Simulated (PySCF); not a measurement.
C3H4F3NSi.
Structure used (GFN2-xTB), in Å, numbered top down from 1:
```xyz
12
C3H4F3NSi angstrom
C      2.579   -1.131   -0.167
C      1.515   -0.686    0.176
Si    -0.131   -0.016    0.692
N     -1.512   -1.007    0.515
C     -0.482    1.387   -0.610
F      0.507    2.298   -0.694
F     -0.654    0.908   -1.863
F     -1.604    2.085   -0.332
H      3.513   -1.511   -0.468
H     -0.093    0.588    2.017
H     -1.630   -1.840    1.067
H     -2.008   -1.076   -0.359
```

Level of theory: TDDFT B3LYP/def2-SVPD, vertical, gas phase, core orbitals frozen in the response (PySCF).

Transition dipole moments from the ground state, in atomic units and in the frame of the coordinates above (overall signs are arbitrary), for the states with f of 0.002 or more among the lowest 7:

```json
{"state": "S1", "E (eV)": "5.841", "μx": "-0.335", "μy": "0.067", "μz": "0.096"}
{"state": "S2", "E (eV)": "5.978", "μx": "0.299", "μy": "-0.133", "μz": "-0.045"}
{"state": "S3", "E (eV)": "6.131", "μx": "-0.148", "μy": "-0.029", "μz": "0.079"}
{"state": "S4", "E (eV)": "6.272", "μx": "-0.114", "μy": "0.104", "μz": "0.083"}
{"state": "S5", "E (eV)": "6.591", "μx": "-0.219", "μy": "0.082", "μz": "0.036"}
{"state": "S6", "E (eV)": "7.223", "μx": "0.238", "μy": "-0.132", "μz": "-0.101"}
{"state": "S7", "E (eV)": "7.569", "μx": "0.662", "μy": "-0.269", "μz": "0.000"}
```

What oscillator strength does each state have?

f = (2/3) ΔE |μ|² with ΔE in hartree (27.2114 eV).

```csv
state,|μ|² (au),|μ| (D),f
S1,0.126,0.90,0.018
S2,0.109,0.84,0.016
S3,0.029,0.43,0.004
S4,0.031,0.44,0.005
S5,0.056,0.60,0.009
S6,0.084,0.74,0.015
S7,0.510,1.82,0.095
```

What angle do the transition dipoles of S2 and S7 make?

|cos θ| = |μa·μb| / (|μa| |μb|) = 0.99, so θ ≈ 8° (taken between 0 and 90°, since the signs are arbitrary).

What peak molar absorption coefficient would the strongest computed level give as a lone Gaussian band 0.4 eV wide at half height?

ε(max) = 2.175×10⁸ f / FWHM, with the width in cm⁻¹. S7: 2.175×10⁸ × 0.0946 / 3226 ≈ 6400 L mol⁻¹ cm⁻¹.

One conformer stands for the species.
